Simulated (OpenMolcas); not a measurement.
An OpenMolcas run meant for Tc³⁺ (ANO-RCC-VTZP, DKH3; inactive shells 1s 2s 2p 3s 3p 3d 4s 4p; intended active space 4 electrons in 5 orbitals (4d)). One step of its input:

```
&CASPT2
Multistate=5 1 2 3 4 5
Frozen=8 6
IPEA=-0.5
Imaginary=0.1
MaxIter=60
WThr=0.0 0.3 0.05
PrWF=0.5
NoMix
```

The run finished. Its levels beside those of a sound run (SS-CASPT2, IPEA 0.25 Eh, imaginary shift 0.1 Eh (closed shells correlated: 4s 4p)), in cm-1 above each run's lowest level:

| Level | This run | Usual run |
| --- | --- | --- |
| 4d4 5D0 | 0.0 | 0.0 |
| 4d4 5D1 | 406 | 346 |
| 4d4 5D2 | 1053 | 945 |
| 4d4 5D3 | 1820 | 1712 |
| 4d4 5D4 | 2645 | 2593 |
| 4d4 3P0(1) | 10406 | 14649 |
| 4d4 3P1(1) | 12118 | 16426 |
| 4d4 3H5 | 14191 | 16815 |
| 4d4 3H6 | 15007 | 17536 |
| 4d4 3F3(1) [69 %] | 13140 | 17835 |
| 4d4 3F2(1) | 12975 | 17978 |
| 4d4 3P2(1) | 14608 | 18956 |
| 4d4 3G3 [69 %] | 16660 | 20228 |
| 4d4 3G4 | 17433 | 20704 |

Question: Which setting is unsound, and how much does it matter here?

Answer: The IPEA shift is negative. Against the sound run the excited levels shown move by 2700 cm-1 on average and by 5000 cm-1 at most.

CASPT2 does not keep the components of a term degenerate, so their means are used; among the terms shown or strongly mixed into the levels shown the widest spread is 6100 cm-1 (4d4 3H, this run). Over all roots computed the reference weight is 0.76 to 0.93 in this run; the roots of lowest weight are the least certain, and an intruder state may touch them. The CASPT2 spread within a term exceeds the gap to the next term for 4d4 3P(1) and 4d4 3F(1), 4d4 3F(1) and 4d4 3H, 4d4 3H and 4d4 3G, so the order of their levels is uncertain, and so are names and mixing where such terms share a J (holds for this run). Only configurations of the active space appear.

A share in square brackets marks a mixed level and gives the weight of the term that names it, the lowest over the columns. A number in round brackets counts repeated terms of one configuration in the order of the reference energies.
